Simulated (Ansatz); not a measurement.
Calculated with Ansatz (gas phase, PBE0-D4/def2-TZVP geometries, no zero-point term in ΔE). CBS: MP2 limit from def2 TZ/QZ plus the TZ coupled-cluster correction, frozen cores. This one scheme is used for every species. Each species was taken in one conformer, which may not be the lowest.

Consider the hydrogenolysis of a C–C bond: `BN(CC)[SiH2]Cl` + H₂ → `BN(C)[SiH2]Cl` + CH₄.

`BN(CC)[SiH2]Cl`:

```xyz
15

B     0.596    0.526    1.712
N     0.428    0.284    0.343
C    -0.855    0.546   -0.323
C    -1.758   -0.672   -0.334
Si    1.734   -0.307   -0.631
Cl    2.382    1.167   -1.914
H    -0.323    0.963    2.345
H     1.653    0.294    2.222
H    -0.667    0.888   -1.347
H    -1.344    1.372    0.197
H    -1.986   -0.987    0.686
H    -1.286   -1.510   -0.852
H    -2.698   -0.447   -0.843
H     1.266   -1.411   -1.500
H     2.856   -0.705    0.238
```

H₂:

```xyz
2

H     0.090    0.346    0.108
H    -0.090   -0.346   -0.108
```

`BN(C)[SiH2]Cl`:

Cartesian coordinates in Å:
```
B 0.706 -0.448 1.432
N 0.056 -0.154 0.228
C -1.251 -0.714 -0.103
Si 0.779 0.906 -0.941
Cl -0.383 2.588 -1.175
H 0.189 -1.202 2.208
H 1.767 0.056 1.659
H -1.561 -1.406 0.680
H -1.217 -1.255 -1.054
H -2.003 0.075 -0.191
H 0.800 0.242 -2.265
H 2.118 1.312 -0.480
```

CH₄:

Cartesian coordinates in Å:
```
C 0.000 0.000 0.000
H 0.532 -0.744 -0.592
H 0.140 -0.211 1.060
H -1.062 -0.036 -0.241
H 0.390 0.992 -0.228
```

| level | ΔE (kJ/mol) |
| --- | --- |
| CCSD/def2-TZVPP | -65.0 |
| SCS-MP2/def2-QZVPP | -61.2 |

Question: What does CCSD(T)/CBS give? (Estimate.)

Answer: The calculation gave: -60.2 kJ/mol. The listed levels differ from it by -4.8, -1.0 kJ/mol.

Largest T1 diagnostic among the species: 0.011.

The D4 term adds +10.7 kJ/mol with B3LYP and +6.1 kJ/mol with PBE0; it sums over pairs of atoms, weighted by their polarisabilities, and B3LYP, whose exchange is more repulsive, gets the larger term. In def2-TZVPP, CCSD(T) changes the Hartree–Fock value by +20.2 kJ/mol (the triples alone add +4.0 kJ/mol) and MP2 by +23.4 kJ/mol.

B3LYP here is the variant with VWN-RPA as its local correlation; programs differ in this.
